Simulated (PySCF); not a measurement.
A calculated (PBE0, PySCF 2.14, x2c-SVPall, the spin-free X2C one-electron Hamiltonian (Gaussian nucleus)) atom or ion has these occupied shells.

| shell | electrons | orbital energy (eV) | rms radius, mean of both spins (bohr) |
| --- | --- | --- | --- |
| 1s α | 1 | -7652.8 | 0.0649 |
| 1s β | 1 | -7652.8 | 0.0649 |
| 2s α | 1 | -935.19 | 0.277 |
| 2s β | 1 | -933.39 | 0.277 |
| 2p α | 3 | -803.06 | 0.249 |
| 2p β | 3 | -801.54 | 0.249 |
| 3s α | 1 | -129.53 | 0.832 |
| 3s β | 1 | -125.09 | 0.832 |
| 3p α | 3 | -91.387 | 0.890 |
| 3p β | 3 | -86.596 | 0.890 |
| 3d α | 5 | -31.013 | 1.15 |
| 3d β | 2 | -28.350 | 1.15 |

Name the element and its charge.

Co²⁺ (cobalt, charge +2), in [Ar] 3d7, high-spin 4F determinant.
